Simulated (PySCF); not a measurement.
# How methods differ on the excitation energy of Sb²⁺

Sb²⁺ [Kr] 4d10 5s2 5p1 (2P) → Sb²⁺ [Kr] 4d10 5s1 5p2 (4P), as a difference of total energies. Computed with PySCF 2.14 in x2c-TZVPPall with one added diffuse shell each of s, p, d, f type (9s7p5d3f, 76 functions), with the spin-free X2C one-electron Hamiltonian (Gaussian nucleus). Correlated levels: valence: [Kr] 4d10 frozen. The calculations carry no spin-orbit coupling.

```json
{"method": "UHF", "excitation energy (cm⁻¹)": "45222"}
{"method": "MP2 (valence)", "excitation energy (cm⁻¹)": "51001"}
{"method": "SCS-MP2 (valence)", "excitation energy (cm⁻¹)": "53117"}
{"method": "CCSD (valence)", "excitation energy (cm⁻¹)": "52918"}
{"method": "CCSD(T) (valence)", "excitation energy (cm⁻¹)": "53035"}
```
